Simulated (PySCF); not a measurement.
**Core binding energy against partial charge**

C₆H₁₀FN.
SMILES with atom numbers: `[CH2:1]=[N:2][CH2:3][C@@H:4]1[CH2:5][CH2:6][C@@H:7]1[F:8]`

Structure used (PBE0-D3(BJ)/def2-SVP), in Å, numbered top down from 1:
```xyz
18
C6H10FN angstrom
C      2.309    1.035   -0.449
N      1.438    0.257   -0.928
C      1.032   -0.886   -0.151
C     -0.480   -1.013   -0.012
C     -1.295   -0.683   -1.285
C     -1.575    0.723   -0.714
C     -1.170    0.189    0.657
F     -0.382    0.992    1.440
H      2.638    1.908   -1.032
H      2.769    0.893    0.549
H      1.386   -1.783   -0.690
H      1.495   -0.899    0.857
H     -0.690   -1.986    0.460
H     -2.200   -1.301   -1.373
H     -0.739   -0.716   -2.232
H     -0.822    1.439   -1.070
H     -2.582    1.152   -0.823
H     -2.037   -0.123    1.265
```

Binding energies: delta-SCF UKS SCAN, pcX-2 on the ionised atom, pcseg-1 elsewhere, spin-free X2C (PySCF). Charges: PBE0/pcSseg-1 ground-state density, for the ionised atom.

| atom | environment | C 1s (eV) | Mulliken (e) | IAO (e) | Hirshfeld (e) | ESP (e) |
| --- | --- | --- | --- | --- | --- | --- |
| C6 | four-membered-ring carbon | 290.37 | -0.224 | -0.284 | -0.086 | -0.157 |
| C5 | four-membered-ring carbon | 290.41 | -0.157 | -0.264 | -0.072 | -0.208 |
| C4 | four-membered-ring carbon | 290.54 | -0.384 | -0.131 | -0.036 | +0.028 |
| C3 | sp3 carbon bound to nitrogen | 291.37 | +0.035 | -0.146 | -0.028 | -0.023 |
| C1 | imine carbon | 291.52 | +0.006 | -0.109 | +0.008 | +0.081 |
| C7 | sp3 C–F carbon | 292.52 | +0.256 | +0.177 | +0.059 | +0.202 |

Give the correlation coefficient and slope of binding energy on charge for each scheme.

Hirshfeld: r = 0.96, slope 15.2 eV per e; IAO: r = 0.92, slope 4.7 eV per e; Mulliken: r = 0.92, slope 3.4 eV per e; ESP: r = 0.87, slope 4.8 eV per e. Hirshfeld charges have the highest r, on only 6 points.

The point-charge model writes a binding energy as kq + V + constant, with V the potential of the other atoms' charges at the site. What does it give with the Mulliken charges?

V = Σ 14.40 eV Å × q/r over all other atoms: +2.77 eV at C6, +1.00 eV at C5, +3.15 eV at C4, -2.10 eV at C3, -1.25 eV at C1, -5.03 eV at C7. Fitting binding energy − V to q gives k = 17.2 eV per e and leaves an rms residual of 0.80 eV, against 0.31 eV for the fit on q alone. The model has no term for differences in relaxation between sites.

Isolated species at its PBE0-D3(BJ)/def2-SVP geometry (one conformer only).
